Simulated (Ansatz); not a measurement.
Stepwise reaction of `[SH][SnH3]` with hydrogen chloride, as a gas-phase model of exchange steps in deposition or etching. ΔE in kJ/mol; ΔG adds harmonic PBE0-D4 terms to CCSD(T)/CBS, at 1 bar.

Calculated with Ansatz (gas phase, PBE0-D4/def2-TZVP geometries, no zero-point term in ΔE). CCSD(T)/CBS is the MP2 limit (def2-TZVPP, def2-QZVPP) plus CCSD(T) − MP2 in def2-TZVPP, frozen cores. This one scheme is used for every species. Functionals use def2-TZVPP. B3LYP here is the variant with VWN-RPA as its local correlation; programs differ in this. def2 core potentials past Kr. For Sn outer-core shells are correlated without core-valence functions, which leaves a few kJ/mol of doubt a bond. Each species was taken in one conformer, which may not be the lowest.

```csv
step,reaction,PBE-D4,B3LYP-D4,ωB97M-V,CCSD(T)/CBS,ΔG(400 K)
1,`[SH][SnH3]` + HCl → `[SH][SnH2][Cl]` + H₂,-76.8,-78.2,-74.6,-79.2,-72.2
2,`[SH][SnH2][Cl]` + HCl → `[SH][SnH]([Cl])[Cl]` + H₂,-69.3,-70.6,-66.6,-71.0,-69.0
```

Q: Give the row of step 3, `[SH][SnH]([Cl])[Cl]` + HCl → `[SH][Sn]([Cl])([Cl])[Cl]` + H₂. (Estimate.)

A: The calculation gave: 
```csv
step,reaction,PBE-D4,B3LYP-D4,ωB97M-V,CCSD(T)/CBS,ΔG(400 K)
3,`[SH][SnH]([Cl])[Cl]` + HCl → `[SH][Sn]([Cl])([Cl])[Cl]` + H₂,-65.9,-67.1,-62.7,-66.4,-59.1
```

Q: By hand: ΔE of the 3 steps together at CCSD(T)/CBS.

A: (-79.2) + (-71.0) + (-66.4) = -216.6 kJ/mol, or -72.2 kJ/mol a step.

In ΔE each step is higher than the one before. All are downhill at CCSD(T)/CBS. ΔG lies between -72.2 and -59.1 kJ/mol a step. PBE-D4 differs from CCSD(T)/CBS by 0.5 to 2.4 kJ/mol a step. Isolated molecules leave out the surface, adducts and barriers. Largest T1 diagnostic: 0.012.
